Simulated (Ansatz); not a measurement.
Consider the atomization: `OC1([SiH3])N=C1F` → 2 C• + F• + 4 H• + N• + O• + Si•.

Program: Ansatz. Geometries: PBE0-D4/def2-TZVP. ΔE: electronic, gas phase. CBS: MP2 limit from def2 TZ/QZ plus the TZ coupled-cluster correction, frozen cores. This one scheme is used for every species, atoms too. For atomizations the MP2-based limit and the directly extrapolated one differ by several kJ/mol either way, and by 10 to 25 for some Ge, Se and Sn compounds, so smaller differences from it don't rank the levels. Functionals use def2-TZVPP. B3LYP here is the variant with VWN-RPA as its local correlation; programs differ in this. Open shells (•) are unrestricted, without spin–orbit coupling. Spin–orbit coupling would lower the free atoms: a little for C, F, O, Si. Each species was taken in one conformer, which may not be the lowest.

CCSD(T)/CBS gives +888.5 kcal/mol.

**Question.** Another level gave +859.2 kcal/mol. Which?
A. B97M-V/def2-TZVPP
B. B3LYP/def2-TZVPP
C. CCSD/def2-TZVPP
D. CCSD(T)/def2-TZVPP

**Answer.** D. CCSD(T)/def2-TZVPP 859.2, B3LYP 881.4, B97M-V 891.6, CCSD/def2-TZVPP 837.4 kcal/mol.

Largest T1 diagnostic among the species: 0.013.

From r2SCAN to r2SCAN0 (25 % exact exchange), in def2-TZVPP and without D4, ΔE moves by −27.5 kcal/mol: exact exchange takes away binding that semilocal exchange gives to molecules. At CCSD(T), def2-SVP lies −56.8 kcal/mol from the extrapolated value and def2-TZVPP −29.3 kcal/mol: correlation converges slowly with the basis, and small sets miss more of it in the bonded molecule than in its fragments.
